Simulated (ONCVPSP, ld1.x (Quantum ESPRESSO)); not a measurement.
Potentials for oxygen (O) compared

Generated with ld1.x 7.5 (TM, RRKJ, ultrasoft, PAW), atompaw 4.2 or ONCVPSP 4.0.1. The cutoff is in Ry: for ld1.x and atompaw files where the sum of valence levels is converged to 10 mRy in a Bessel basis, for ONCV files where the hardest occupied wave has 1 mHa per electron of residual kinetic energy. The error is the largest all-electron minus pseudo excitation energy over each file’s own four to seven test configurations (ionisations up to +4, promotions, holes and added fractions of an electron), all of which were solved. The labels leave out finer settings (local radius, basis sizes, second energies), which also bear on the numbers. Spin-polarised tests are not counted. The rows are a selection from randomly drawn settings: files with unsolved tests, undetermined cutoffs or missed reference levels are left out.

| potential | cutoff (Ry) | largest error (meV) | bound ghosts |
| --- | --- | --- | --- |
| ONCV, PBE, scalar-relativistic, rc 0.85/1.70/1.70 (spd), local smoothed, core correction yes, reference 2s2 2p2, qcut 9.1/9.7/6.3, projectors 1/2/2 | 74 | +819 | none |
| ONCV, PBE, scalar-relativistic, rc 0.90/1.30/1.15 (spd), local s, core correction yes, reference 2s2 2p4, qcut 7.6/8.4/9.7, projectors 0/2/3 | 112 | +795 | none |
| PAW, LDA (PZ), scalar-relativistic, rc 1.05/1.10 (sp), local smoothed, core correction yes, reference 2s1 2p5 | 60 | -8.9 | none |
| ONCV, LDA (Perdew-Wang 92), scalar-relativistic, rc 0.95/1.70/1.65 (spd), local smoothed, core correction yes, reference 2s2 2p2, qcut 7.6/7.9/5.5, projectors 2/2/2 | 62 | +1254 | none |
| ONCV, PBE, scalar-relativistic, rc 0.60/1.95 (sp), local smoothed, core correction yes, reference 2s2 2p2.5, qcut 11/6.3, projectors 1/3 | 470 | +5551 | none |

Fill in the row for O: ONCV, PBE, scalar-relativistic, rc 0.80/1.50/1.25 (spd), local s, core correction yes, reference 2s2 2p2, qcut 6.9/7.8/8.5, projectors 0/2/2.

cutoff 425 Ry, largest error +993 meV, bound ghosts: none.

Fill in the row for O: ONCV, revPBE, scalar-relativistic, rc 0.75/1.05 (sp), local smoothed, core correction no, reference 2s2 2p3, qcut 7.5/16.3, projectors 2/1.

cutoff 198 Ry, largest error +83 meV, bound ghosts: none.

Fill in the row for O: ONCV, LDA (Perdew-Wang 92), scalar-relativistic, rc 0.85/1.10/1.15 (spd), local smoothed, core correction yes, reference 2s2 2p2, qcut 9.4/12.5/9.3, projectors 2/3/2.

cutoff 105 Ry, largest error +128 meV, bound ghosts: none.
